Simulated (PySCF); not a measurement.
Isomers of C6H6ClF.

All values: PBE0/pcSseg-1 (PySCF) at GFN2-xTB geometries, gas phase, one conformer each.

**Question.** Rank by the highest Hirshfeld charge on any atom, lowest value first.
A. `[CH2:1]=[C:2]1[CH2:3][C:4]([CH2:5][Cl:6])=[C:7]1[F:8]` with C3–C4–C5–Cl6 -68°
B. `F[C@@H]1[C@H]2C[C@@H]3[C@H]2[C@]13Cl`
C. `[CH2:1]=[C:2]([F:3])[C@H:4]1[CH:5]=[C:6]([Cl:7])[CH2:8]1` with C1–C2–C4–C5 -18°

**Answer.** B (+0.062 e), A (+0.082 e), C (+0.092 e).

**Question.** Rank by dipole moment, highest first.
A. `F[C@@H]1C(Cl)=C[C@H]2C[C@@H]12`
B. `[F:1]/[CH:2]=[CH:3]/[C:4]1=[C:5]([Cl:6])[CH2:7][CH2:8]1` with C2–C3–C4–C5 180°
C. `[CH2:1]=[CH:2]/[C:3]([F:4])=[CH:5]/[CH:6]=[CH:7]\[Cl:8]` with C1–C2–C3–F4 0°, C3–C5–C6–C7 180°
D. `[CH2:1]=[C:2]([F:3])[C@H:4]1[CH:5]=[C:6]([Cl:7])[CH2:8]1` with C1–C2–C4–C5 -18°
E. `F[C@@H]1[C@H]2C[C@@H]3[C@H]2[C@]13Cl`
F. `[CH2:1]=[C:2]1[CH2:3][C:4]([CH2:5][Cl:6])=[C:7]1[F:8]` with C3–C4–C5–Cl6 -68°

**Answer.** A (3.06 D), E (2.91 D), B (2.25 D), F (2.02 D), C (0.85 D), D (0.40 D).

**Question.** Rank by LUMO energy, highest first.
A. `[CH2:1]=[C:2]1[CH2:3][C:4]([CH2:5][Cl:6])=[C:7]1[F:8]` with C3–C4–C5–Cl6 -68°
B. `[CH2:1]=[C:2]([F:3])[C@H:4]1[CH:5]=[C:6]([Cl:7])[CH2:8]1` with C1–C2–C4–C5 -18°
C. `[C@H]12[C@@H](C=C([C@H]2F)Cl)C1`
D. `[C@H]1([C@H]2C[C@@H]3[C@H]2[C@]13Cl)F`
E. `[F:1][C@H:2]1[CH:3]=[CH:4][CH:5]=[C:6]([Cl:7])[CH2:8]1` with F1–C2–C3–C4 95°, C3–C4–C5–C6 9°, C5–C6–C8–C2 -24°, F1–C2–C8–C6 -87°
F. `[F:1]/[CH:2]=[CH:3]/[C:4]1=[C:5]([Cl:6])[CH2:7][CH2:8]1` with C2–C3–C4–C5 180°

**Answer.** D (1.01 eV), B (-0.20 eV), C (-0.48 eV), F (-0.99 eV), A (-1.28 eV), E (-1.48 eV).

All values together:

```csv
SMILES,μ (D),HOMO (eV),LUMO (eV),lowest IAO charge (e),highest IAO charge (e),lowest Hirshfeld charge (e),highest Hirshfeld charge (e)
C=C(F)[C@H]1C=C(Cl)C1,0.40,-7.36,-0.20,-0.392 (C),+0.295 (C),-0.138 (C),+0.092 (C)
C=C/C(F)=C/C=C\Cl,0.85,-6.42,-1.83,-0.296 (C),+0.296 (C),-0.087 (C),+0.094 (C)
F[C@H]1C=CC=C(Cl)C1,2.16,-6.74,-1.48,-0.336 (F),+0.176 (H),-0.132 (F),+0.066 (C)
C=C1CC(CCl)=C1F,2.02,-7.01,-1.28,-0.337 (C),+0.276 (C),-0.105 (C),+0.082 (C)
F/C=C/C1=C(Cl)CC1,2.25,-6.47,-0.99,-0.262 (F),+0.176 (H),-0.084 (F),+0.061 (H)
F[C@@H]1C(Cl)=C[C@H]2C[C@@H]12,3.06,-7.13,-0.48,-0.324 (F),+0.171 (C/H),-0.122 (F),+0.060 (H)
F[C@@H]1[C@H]2C[C@@H]3[C@H]2[C@]13Cl,2.91,-7.54,1.01,-0.315 (F),+0.181 (C),-0.114 (F),+0.062 (H)
```

Conformers: `[CH2:1]=[C:2]([F:3])[C@H:4]1[CH:5]=[C:6]([Cl:7])[CH2:8]1` with C1–C2–C4–C5 -18°; `[CH2:1]=[CH:2]/[C:3]([F:4])=[CH:5]/[CH:6]=[CH:7]\[Cl:8]` with C1–C2–C3–F4 0°, C3–C5–C6–C7 180°; `[F:1][C@H:2]1[CH:3]=[CH:4][CH:5]=[C:6]([Cl:7])[CH2:8]1` with F1–C2–C3–C4 95°, C3–C4–C5–C6 9°, C5–C6–C8–C2 -24°, F1–C2–C8–C6 -87°; `[CH2:1]=[C:2]1[CH2:3][C:4]([CH2:5][Cl:6])=[C:7]1[F:8]` with C3–C4–C5–Cl6 -68°; `[F:1]/[CH:2]=[CH:3]/[C:4]1=[C:5]([Cl:6])[CH2:7][CH2:8]1` with C2–C3–C4–C5 180°.
